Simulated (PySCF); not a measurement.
# One molecule, several mistakes: BCH5NSi

Calculated results; nothing here was measured. The program is PySCF 2.14.0, an open-source quantum chemistry code, run on an isolated molecule that a program drew, which may never have been made. The molecule is BCH5NSi (charge 0, doublet), drawn as the SMILES string `B=CN[SiH2]`.

Each row is a Hartree-Fock (HF) and frozen-core CCSD(T) single point in the cc-pV(D+d)Z basis, meant for a local HF minimum. Run 1 is clean. Each other run has one planted mistake out of seven kinds, and not every kind appears here: one electron removed, one electron added, multiplicity raised by two, geometry at a saddle point, minimal basis STO-3G, one bond length entered in bohr, all coordinates scaled. The reference is restricted for singlets and unrestricted otherwise, and also for a bond in bohr. Adding or removing an electron swaps singlet and doublet. Electrons count all cores. HOMO and LUMO are orbital energies over both spins, the gradient is its largest component, and the lowest frequency (negative if imaginary) is given only where the gradient is small. Bond lengths are over the 8 bonds as drawn. T1 is the CCSD diagnostic: over 0.02 (restricted) or 0.045 (unrestricted) a single reference is doubtful.

Geometry of the clean run:
```xyz
9
BCH5NSi, angstrom
B    -1.8954   -2.4213    1.8469
C    -1.6560   -1.0920    1.4942
N    -1.6406   -0.3978    0.2743
Si   -1.7728    1.3156    0.0727
H    -2.0538   -3.5210    2.2283
H    -1.4112   -0.4783    2.3632
H    -1.8147   -0.9726   -0.5270
H    -0.9375    1.9702    1.1127
H    -1.2734    1.6304   -1.2904
```

```
run,electrons,basis functions,<S^2>,HOMO (eV),LUMO (eV),gradient (hartree/bohr),lowest frequency (cm^-1),mean bond (Å),longest bond (Å),T1,HF (hartree),CCSD(T) (hartree),mistake
1,37,90,0.776,-7.28,1.95,4.4e-05,89,1.3461,1.730,0.0201,-408.74648,-409.26867,no fault
2,37,90,1.978,-7.78,1.21,4.3e-02,-,1.4675,2.063,0.0547,-408.62829,-409.14118,one bond length entered in bohr
3,37,90,3.776,-6.76,0.84,8.4e-02,-,1.3461,1.730,0.0201,-408.71022,-409.20723,multiplicity raised by two
4,37,29,0.957,-4.79,6.44,3.1e-02,-,1.3461,1.730,0.0392,-403.87705,-404.10741,minimal basis STO-3G
5,37,90,0.800,-7.33,1.86,1.4e-02,-,1.3717,1.763,0.0235,-408.74330,-409.26961,all coordinates scaled
6,38,90,0.000,0.05,5.99,7.4e-02,-,1.3461,1.730,0.0231,-408.70743,-409.25956,?
```

**Which mistake was planted in run 6, and what did it cost?**

It counts 38 electrons, one more than the clean run, at the same geometry and basis. So the mistake is: one electron added. Subtracting run 1 and multiplying by 627.51 kcal/mol a hartree, the energy moved by 24.5 kcal/mol in HF and 5.7 kcal/mol in CCSD(T).

Cautions from the logs. Run 2: T1 is over the limit, so its CCSD(T) energy is less reliable; run 6: T1 is over the limit, so its CCSD(T) energy is less reliable and the HOMO is above zero, so the electron isn't bound and the energy depends on the basis.
